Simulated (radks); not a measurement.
Values are calculated unless marked as measured or tabulated.
Q: The mean radii <r> (bohr) of the occupied orbitals of an atom or ion are listed with their occupations. Code: a radial shooting solver on a logarithmic mesh with Libxc functionals. Model: scalar-relativistic Kohn-Sham, SCAN, spin-polarised, spherical densities, finite nucleus; meta-GGA in the generalised Kohn-Sham scheme; Fermi nuclear charge, rms radius of each element as measured or else 0.836 A^(1/3) + 0.57 fm.

| orbital | occ. | <r> |
|---|---|---|
| 1s up | 1 | 0.03256 |
| 1s down | 1 | 0.03250 |
| 2s up | 1 | 0.1356 |
| 2s down | 1 | 0.1363 |
| 2p up | 3 | 0.1170 |

Name the element and its charge. Open shells, if any, are filled with parallel spins first.

A: Z = 45, rhodium, charge +38: Rh38+ in [He] 2s2 2p3. The 1s radius gives Z: for a bare nucleus <r> = (2 gamma + 1)/(2Z) with gamma = sqrt(1 - (Z/c)^2), 0.0321 bohr for Z = 45, and screening makes it slightly larger (0.03256 here). The occupations add up to 7, and the charge is Z minus that.
